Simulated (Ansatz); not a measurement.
Relaxation of BF2H3O (7 atoms, charge 0, multiplicity 1), to a largest force component of 0.03 eV/Å in at most 50 steps.

Computed with RKS BHLYP/def2-SVP (Ansatz).

```xyz
7
Properties=species:S:1:pos:R:3:forces:R:3
B -0.068 -0.262 0.106 0.01 -0.20 1.03
O -0.046 -0.409 1.472 -0.05 0.20 -0.99
H -0.921 -0.483 1.845 0.02 -0.04 -0.01
F 1.096 -0.191 -0.492 0.03 0.01 -0.03
H -1.077 -0.274 -0.532 -0.01 0.00 -0.01
F -0.020 2.181 0.732 0.02 0.10 0.04
H 0.361 1.760 1.453 -0.02 -0.07 -0.04
```

Where does it end, and by what steps?

It converged. The force dipped under the threshold on the way, but the program's further checks kept it going. After 32 steps the energy has fallen by 0.087 eV; H5 moved furthest, 1.36 Å.

| step | energy less start (eV) | largest force component (eV/Å) | accepted |
| --- | --- | --- | --- |
| 0 | 0.0000 | 1.030 | yes |
| 2 | -0.0253 | 0.668 | yes |
| 4 | -0.0462 | 0.318 | yes |
| 6 | -0.0538 | 0.162 | yes |
| 8 | -0.0574 | 0.124 | yes |
| 10 | -0.0586 | 0.065 | yes |
| 12 | -0.0588 | 0.278 | no |
| 14 | -0.0632 | 0.025 | yes |
| 16 | -0.0667 | 0.196 | yes |
| 18 | -0.0663 | 0.644 | no |
| 20 | -0.0759 | 0.302 | yes |
| 22 | -0.0823 | 0.077 | yes |
| 24 | -0.0811 | 0.475 | no |
| 26 | -0.0851 | 0.197 | yes |
| 28 | -0.0860 | 0.031 | yes |
| 30 | -0.0864 | 0.152 | yes |
| 32 | -0.0867 | 0.002 | yes |

```xyz
7
Properties=species:S:1:pos:R:3
B -0.148 -0.513 -0.069
O -0.413 0.212 1.035
H -1.066 -0.164 1.622
F 0.741 -0.032 -0.898
H -0.692 -1.553 -0.297
F 0.617 2.596 1.725
H 0.287 1.776 1.464
```

Whether the end is a true minimum wasn't checked by a vibrational analysis.

Run time: 74 s on 1 thread of Arm Neoverse V1 (shared host), peak memory 0.14 GiB.
